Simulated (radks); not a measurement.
Problem. These are the eigenvalues of the occupied orbitals of an atom or ion with whole-number occupations (hartree). Calculated with a radial shooting solver on a logarithmic mesh with Libxc functionals: Dirac Kohn-Sham, PBE, spin-unpolarised, spherical densities, point nucleus.

| orbital | eigenvalue |
|---|---|
| 1s1/2 | -3233.884 |
| 2s1/2 | -578.4022 |
| 2p1/2 | -555.3981 |
| 2p3/2 | -474.9183 |
| 3s1/2 | -139.2963 |
| 3p1/2 | -128.9338 |
| 3p3/2 | -110.9768 |
| 3d3/2 | -93.98078 |
| 3d5/2 | -90.16062 |
| 4s1/2 | -32.01355 |
| 4p1/2 | -27.53113 |
| 4p3/2 | -23.13571 |
| 4d3/2 | -15.84519 |
| 4d5/2 | -15.02506 |
| 5s1/2 | -5.89935 |
| 4f5/2 | -5.58871 |
| 4f7/2 | -5.40383 |
| 5p1/2 | -4.37177 |
| 5p3/2 | -3.55088 |
| 5d3/2 | -1.44807 |
| 5d5/2 | -1.35205 |
| 6s1/2 | -1.00812 |

Which element is it, and in what charge state? The configuration may be excited. Open shells, if any, fill j = l - 1/2 first.

Solution. Z = 82, lead, charge +2: Pb2+ in [Hg]. The list shows which subshells hold electrons but not how many an open one holds; the 1s level, -3233.9 hartree, gives Z - s = 80.4 by -(Z - s)^2/2, which with screening and relativity narrows Z to a few neighbours, and the depths of the outer levels then fix element, charge and occupations together.
